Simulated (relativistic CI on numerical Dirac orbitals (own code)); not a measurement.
## What each ingredient does to the levels of Ir31+

Base calculation: Dirac-Coulomb-Breit CI, separate exchange-only KLI orbitals for each configuration, model QED (radiative potential, 1s self-energy scaled to tabulated hydrogen-like ionisation energies), unscaled Slater integrals.

CI space (outside the closed core [Ar] 3d10): 4s²4p⁶4d¹⁰, 4s²4p⁶4d⁹4f, 4s²4p⁵4d¹⁰4f, 4s4p⁶4d¹⁰4f, 4s²4p⁶4d⁹5s, 4s²4p⁶4d⁹5p, 4s²4p⁶4d⁹5d, 4s²4p⁵4d¹⁰5s, 4p⁶4d¹⁰4f², 4p⁶4d⁹4f³, 4p⁵4d¹⁰4f³, 4p⁶4d⁹4f²5s, 4p⁶4d⁹4f²5p, 4p⁶4d⁹4f²5d. Double excitations out of closed p, d and f shells are left out; levels of such configurations are missing from the list, as are those of other unlisted configurations, and high levels can miss mixing partners. These lack a partner that the ground configuration has and come out too high: 4s²4p⁵4d¹⁰5s.

Variants: (1) valence Slater integrals scaled by 0.9; (2) QED terms removed; (3) only the first 3 configurations. Shifts of the energy above 4s²4p⁶4d¹⁰ ¹S0, in eV, for the lowest level and the first level of each name with at least 55 % of one term (blank where a level changes its place among those of its configuration and J or its character, or is not in the variant):

```tsv
Level	Base	Δ(1)	Δ(2)	Δ(3)
4s²4p⁶4d¹⁰ ¹S0	0.000	0.000	0.000	0.000
4s²4p⁶4d⁹4f ³P°0	204.843	+1.082	+0.033	-0.029
4s²4p⁶4d⁹4f ³P°1	207.367	+0.929	+0.029	-0.030
4s²4p⁶4d⁹4f ³H°5	212.340	+0.332	+0.032	-0.033
4s²4p⁶4d⁹4f ³H°6	215.285	+0.488	+0.014	-0.032
4s²4p⁶4d⁹4f ³F°3	215.644	+0.047	+0.031	+0.034
4s²4p⁶4d⁹4f ³F°4	220.430	+0.007	+0.014	+0.041
4s²4p⁶4d⁹4f ³G°5	222.341	-0.197	+0.014	-0.033
4s²4p⁶4d⁹4f ³D°1	224.861	+0.134	+0.003	-0.031
4s²4p⁶4d⁹4f ³H°4	231.973	+0.309	-0.017	-0.032
4s²4p⁶4d⁹4f ³G°3	239.039	-0.271	-0.021	-0.013
4s²4p⁶4d⁹4f ¹P°1	279.047	-5.030	-0.003	+0.034
4s²4p⁶4d⁹5s ³D3	413.479	+0.061	-0.558	
4s²4p⁶4d⁹5s ¹D2	414.584	-0.047	-0.558	
4s²4p⁵4d¹⁰4f ³D1	421.172	+0.657	+0.214	-0.019
4s²4p⁵4d¹⁰4f ³D2	425.135	+0.372	+0.210	-0.024
4s²4p⁵4d¹⁰4f ³G4	426.256	+0.147	+0.214	-0.018
4s²4p⁵4d¹⁰4f ³G5	428.809	+0.354	+0.196	-0.010
4s²4p⁵4d¹⁰4f ³F3	429.277	-0.112	+0.213	-0.026
4s²4p⁶4d⁹5s ³D1	433.973	+0.051	-0.608	
4s²4p⁶4d⁹5s ³D2	434.741	-0.033	-0.608	
4s²4p⁵4d¹⁰4f ³F4	435.780	-0.337	+0.196	-0.027
```

At this charge energies of transitions that change n are usually good to better than 1 %, and those within a shell (Δn = 0) to a few per cent.

Ionisation energy from the two ground configurations alone: base 1331.02 eV. The NIST ASD value (theoretical) is 1331 eV.

LS names give the leading component of a level, which can be under half, so a name can repeat, a term be missing and a line seem to break the LS rules.
